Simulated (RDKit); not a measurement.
A run for RDKit: MMFF94 on C4H10O (a complex).

```python
from rdkit import Chem
from rdkit.Chem import AllChem, rdDetermineBonds

blocks = [
'''6

C    -0.44378606    0.26334721    0.86129778
C     0.71425943   -0.14896037    0.36590407
H    -0.82173161   -0.10254413    1.80829003
H    -1.05551818    0.98643933    0.33427706
H     1.09652573    0.21700552   -0.57961663
H     1.32753172   -0.87556928    0.88562476
''',
'''9

C    -0.55886201    1.03410294    4.55665373
O    -0.53542229   -0.34034945    4.23672080
C     0.77244455   -0.87043174    4.24161647
H     0.01589684    1.62229614    3.83006599
H    -0.14858521    1.21721938    5.55821199
H    -1.59880229    1.35628391    4.53401673
H     1.41414341   -0.35453817    3.51637443
H     0.69871041   -1.92235443    3.96975549
H     1.23230551   -0.78801346    5.23497963
''',
]
mol = None
for b in blocks:
    f = Chem.MolFromXYZBlock(b)
    rdDetermineBonds.DetermineBonds(f, charge=0)
    mol = f if mol is None else Chem.CombineMols(mol, f)
Chem.SanitizeMol(mol)
print(Chem.MolToSmiles(Chem.RemoveHs(mol)))
ff = AllChem.MMFFGetMoleculeForceField(mol, AllChem.MMFFGetMoleculeProperties(mol), nonBondedThresh=100.0, ignoreInterfragInteractions=False)
e = ff.CalcEnergy()
print(f'MMFF94 energy {e:.6f} kcal/mol')
```

The log:

```
C=C.COC
MMFF94 energy 14.260214 kcal/mol
```

The run finished.

Cost: around 0.03 core-seconds (rough).
